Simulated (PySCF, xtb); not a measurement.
Al(Cl)(F)(SMe) (CH₃AlClFS), SMILES C[S][Al]([F])[Cl].

GFN2-xTB (xtb 6.7.1) at its own geometry gives an orbital gap of 3.24 eV and a dipole moment of 1.23 D.

Geometry: PBE0-D3(BJ)/def2-SVP. The structure was generated by enumeration; whether it is a known compound was not checked. The values are those of a single conformer.

Question: What does M06-2X/def2-TZVP (PySCF) give? (The exact figures need the calculation; the answer reports its results.)

Answer: gap 8.38 eV (levels -8.78 and -0.40 eV), dipole 1.90 D.
